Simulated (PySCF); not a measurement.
C2H4Cl2O2Si (SMILES CC(=O)O[SiH](Cl)Cl), singlet, geometry from GFN2-xTB; CASSCF(10,9)/STO-3G (PySCF).

Here is a job for PySCF.
```python
from pyscf import gto, scf, mcscf
import numpy

mol = gto.M(
    atom='''
Si    0.76617362   -0.00272605   -0.35464102
Cl    1.50422019   -0.35031871    1.47022494
Cl    1.22077253    1.82595464   -1.01154077
O    -0.87748514    0.10278226   -0.24533170
C    -1.75444620   -0.89900119   -0.05806076
C    -3.15313146   -0.38918652    0.10551607
O    -1.41113377   -2.04448310   -0.03688090
H     1.16451539   -1.02510483   -1.29847642
H    -3.84120879   -1.22205225    0.21152428
H    -3.20004172    0.24791295    0.98635257
H    -3.42015420    0.21433090   -0.75908786
''',
    basis='sto-3g',
    verbose=4,
)

mf = scf.RHF(mol)
mf.kernel()
mc = mcscf.CASSCF(mf, 9, 10)
mc.fix_spin_(ss=0.0)
mc.kernel()
occ = numpy.linalg.eigvalsh(mc.fcisolver.make_rdm1(mc.ci, mc.ncas, mc.nelecas))[::-1]
ss = mc.fcisolver.spin_square(mc.ci, mc.ncas, mc.nelecas)[0]
print('natural occupations', occ.round(4), ' <S^2>', round(ss, 4))
```

It wrote (shortened):

```
PySCF version 2.14.0

[INPUT] verbose = 4
[INPUT] num. atoms = 11
[INPUT] num. electrons = 80
[INPUT] charge = 0
[INPUT] spin (= nelec alpha-beta = 2S) = 0
[INPUT] symmetry False subgroup None
[INPUT] Mole.unit = angstrom
[INPUT] Symbol           X                Y                Z      unit          X                Y                Z       unit  Magmom
[...]
nuclear repulsion = 533.872257970429
number of shells = 31
number of NR pGTOs = 153
number of NR cGTOs = 51
basis = sto-3g
ecp = {}

******** <class 'pyscf.scf.hf.RHF'> ********
method = RHF
initial guess = minao
damping factor = 0
level_shift factor = 0
DIIS = <class 'pyscf.scf.diis.CDIIS'>
diis_start_cycle = 1
diis_space = 8
diis_damp = 0
SCF conv_tol = 1e-09
SCF conv_tol_grad = None
SCF max_cycles = 50
direct_scf = True
direct_scf_tol = 1e-13
Set gradient conv threshold to 3.16228e-05
Initial guess from minao.
init E= -1420.42292549897
[...]
cycle= 1 E= -1419.49904443819  delta_E= 0.924  |g|= 0.764  |ddm|= 4.25
[...]
cycle= 2 E= -1419.67626807788  delta_E= -0.177  |g|= 0.418  |ddm|=  1.5
[...]
cycle= 3 E= -1419.71927407056  delta_E= -0.043  |g|= 0.068  |ddm|= 0.51
[...]
cycle= 4 E= -1419.72158982291  delta_E= -0.00232  |g|= 0.0318  |ddm|= 0.129
[...]
cycle= 5 E= -1419.72214582597  delta_E= -0.000556  |g|= 0.00983  |ddm|= 0.0721
[...]
cycle= 6 E= -1419.72222309467  delta_E= -7.73e-05  |g|= 0.00357  |ddm|= 0.029
[...]
cycle= 7 E= -1419.72223223593  delta_E= -9.14e-06  |g|= 0.000553  |ddm|= 0.012
[...]
cycle= 8 E= -1419.7222324334  delta_E= -1.97e-07  |g|= 8.05e-05  |ddm|= 0.00184
[...]
cycle= 9 E= -1419.72223243751  delta_E= -4.11e-09  |g|= 1.38e-05  |ddm|= 0.000239
[...]
cycle= 10 E= -1419.72223243763  delta_E= -1.16e-10  |g|= 4.21e-06  |ddm|= 3.45e-05
[...]
Extra cycle  E= -1419.72223243765  delta_E= -1.96e-11  |g|= 1.95e-06  |ddm|= 9.08e-06
converged SCF energy = -1419.72223243765

******** <class 'pyscf.mcscf.mc1step.CASSCF'> ********
CAS (5e+5e, 9o), ncore = 35, nvir = 7
max_cycle_macro = 50
max_cycle_micro = 4
conv_tol = 1e-07
conv_tol_grad = None
orbital rotation max_stepsize = 0.02
orbital rotation threshold for CI restart = 0.01
augmented hessian ah_max_cycle = 30
augmented hessian ah_conv_tol = 1e-12
augmented hessian ah_linear dependence = 1e-14
augmented hessian ah_level shift = 1e-08
augmented hessian ah_start_tol = 2.5
augmented hessian ah_start_cycle = 3
augmented hessian ah_grad_trust_region = 3
kf_trust_region = 3
kf_interval = 4
ci_response_space = 4
ci_grad_trust_region = 3
with_dep4 0
natorb = False
canonicalization = True
sorting_mo_energy = False
ao2mo_level = 2
internal_rotation = False
******** <class 'pyscf.fci.addons.SpinPenaltyFCISolver'> ********
max. cycles = 50
conv_tol = 1e-08
davidson only = True
linear dependence = 1e-12
level shift = 0.001
max iter space = 12
nroots = 1
pspace_size = 400
spin = None
CASCI E = -1419.74403233180  S^2 = 0.0000000
Set conv_tol_grad to 0.000316228
macro iter   1 ( 21 JK    4 micro), CASSCF E = -1419.76703823494  dE = -2.30059031e-02  S^2 = 0.0000000
               |grad[o]|=0.0438  |grad[c]|=0.0923  |ddm|=0.0781  |maxRot[o]|=0.225
macro iter   2 ( 21 JK    4 micro), CASSCF E = -1419.77873323351  dE = -1.16949986e-02  S^2 = 0.0000000
               |grad[o]|=0.0309  |grad[c]|=0.069  |ddm|=0.0614  |maxRot[o]|=0.248
macro iter   3 ( 21 JK    4 micro), CASSCF E = -1419.78808761604  dE = -9.35438253e-03  S^2 = 0.0000000
               |grad[o]|=0.0236  |grad[c]|=0.0481  |ddm|=0.053  |maxRot[o]|=0.264
macro iter   4 ( 21 JK    4 micro), CASSCF E = -1419.79915815625  dE = -1.10705402e-02  S^2 = 0.0000000
               |grad[o]|=0.019  |grad[c]|=0.0468  |ddm|=0.0248  |maxRot[o]|=0.309
macro iter   5 ( 21 JK    4 micro), CASSCF E = -1419.80848974182  dE = -9.33158556e-03  S^2 = 0.0000000
               |grad[o]|=0.0154  |grad[c]|=0.0466  |ddm|=0.0262  |maxRot[o]|=0.222
macro iter   6 ( 21 JK    4 micro), CASSCF E = -1419.81759560595  dE = -9.10586413e-03  S^2 = 0.0000000
[...]
               |grad[o]|=0.00134  |grad[c]|=0.0192  |ddm|=0.0109  |maxRot[o]|=0.0668
macro iter  33 ( 21 JK    4 micro), CASSCF E = -1419.84541312382  dE = -1.21758424e-04  S^2 = 0.0000000
               |grad[o]|=0.00316  |grad[c]|=0.00475  |ddm|=0.00157  |maxRot[o]|=0.0427
macro iter  34 ( 18 JK    4 micro), CASSCF E = -1419.84525031118  dE =  1.62812635e-04  S^2 = 0.0000000
               |grad[o]|=0.00206  |grad[c]|=0.00529  |ddm|=0.00269  |maxRot[o]|=0.055
macro iter  35 ( 21 JK    4 micro), CASSCF E = -1419.84551701153  dE = -2.66700349e-04  S^2 = 0.0000000
               |grad[o]|=0.00268  |grad[c]|=0.00541  |ddm|=0.00334  |maxRot[o]|=0.048
macro iter  36 ( 16 JK    4 micro), CASSCF E = -1419.84566381713  dE = -1.46805601e-04  S^2 = 0.0000000
               |grad[o]|=0.002  |grad[c]|=0.0159  |ddm|=0.00867  |maxRot[o]|=0.047
macro iter  37 ( 19 JK    4 micro), CASSCF E = -1419.84550762198  dE =  1.56195151e-04  S^2 = 0.0000000
               |grad[o]|=0.00177  |grad[c]|=0.0144  |ddm|=0.00244  |maxRot[o]|=0.0656
macro iter  38 ( 21 JK    4 micro), CASSCF E = -1419.84594615851  dE = -4.38536530e-04  S^2 = 0.0000000
               |grad[o]|=0.00328  |grad[c]|=0.00693  |ddm|=0.00366  |maxRot[o]|=0.0588
macro iter  39 ( 19 JK    4 micro), CASSCF E = -1419.84605232924  dE = -1.06170733e-04  S^2 = 0.0000000
               |grad[o]|=0.00202  |grad[c]|=0.00801  |ddm|=0.00218  |maxRot[o]|=0.0208
macro iter  40 ( 19 JK    4 micro), CASSCF E = -1419.84592866972  dE =  1.23659525e-04  S^2 = 0.0000000
               |grad[o]|=0.00106  |grad[c]|=0.0104  |ddm|=0.0021  |maxRot[o]|=0.0216
macro iter  41 ( 21 JK    4 micro), CASSCF E = -1419.84596951884  dE = -4.08491194e-05  S^2 = 0.0000000
               |grad[o]|=0.00191  |grad[c]|=0.00663  |ddm|=0.00168  |maxRot[o]|=0.0145
macro iter  42 ( 18 JK    4 micro), CASSCF E = -1419.84598051180  dE = -1.09929604e-05  S^2 = 0.0000000
               |grad[o]|=0.00113  |grad[c]|=0.00821  |ddm|=0.00117  |maxRot[o]|=0.0127
macro iter  43 ( 19 JK    4 micro), CASSCF E = -1419.84604196224  dE = -6.14504377e-05  S^2 = 0.0000000
               |grad[o]|=0.00113  |grad[c]|=0.00923  |ddm|=0.00108  |maxRot[o]|=0.028
macro iter  44 ( 14 JK    4 micro), CASSCF E = -1419.84595954603  dE =  8.24162071e-05  S^2 = 0.0000000
               |grad[o]|=0.0014  |grad[c]|=0.0216  |ddm|=0.0058  |maxRot[o]|=0.0648
macro iter  45 ( 21 JK    4 micro), CASSCF E = -1419.84610843717  dE = -1.48891144e-04  S^2 = 0.0000000
               |grad[o]|=0.00269  |grad[c]|=0.00583  |ddm|=0.00221  |maxRot[o]|=0.0271
macro iter  46 ( 15 JK    4 micro), CASSCF E = -1419.84612777425  dE = -1.93370731e-05  S^2 = 0.0000000
               |grad[o]|=0.00156  |grad[c]|=0.00454  |ddm|=0.0021  |maxRot[o]|=0.012
macro iter  47 ( 13 JK    4 micro), CASSCF E = -1419.84617178427  dE = -4.40100225e-05  S^2 = 0.0000000
               |grad[o]|=0.00133  |grad[c]|=0.00181  |ddm|=0.00144  |maxRot[o]|=0.0102
macro iter  48 (  9 JK    4 micro), CASSCF E = -1419.84619217849  dE = -2.03942182e-05  S^2 = 0.0000000
               |grad[o]|=0.000886  |grad[c]|=0.00153  |ddm|=0.00099  |maxRot[o]|=0.00631
macro iter  49 (  8 JK    3 micro), CASSCF E = -1419.84620326073  dE = -1.10822473e-05  S^2 = 0.0000000
               |grad[o]|=0.000533  |grad[c]|=0.000416  |ddm|=0.000608  |maxRot[o]|=0.00656
macro iter  50 (  3 JK    1 micro), CASSCF E = -1419.84620381958  dE = -5.58843112e-07  S^2 = 0.0000000
               |grad[o]|=0.00012  |grad[c]|=0.000328  |ddm|=0.000159  |maxRot[o]|=0.00158
1-step CASSCF not converged,  50 macro (836 JK 185 micro) steps
CASSCF canonicalization
Density matrix diagonal elements [1.97496014 1.98617563 1.98184176 1.92522667 1.97461612 0.05114785
 0.05356026 0.02368997 0.02878159]
CASSCF energy = -1419.84620381958
CASCI E = -1419.84620381958  E(CI) = -26.6542847504606  S^2 = 0.0000000
natural occupations [1.99   1.9846 1.9794 1.9781 1.9136 0.0869 0.0285 0.0203 0.0186]  <S^2> 0.0
```

The run did not converge; its last values are not results.
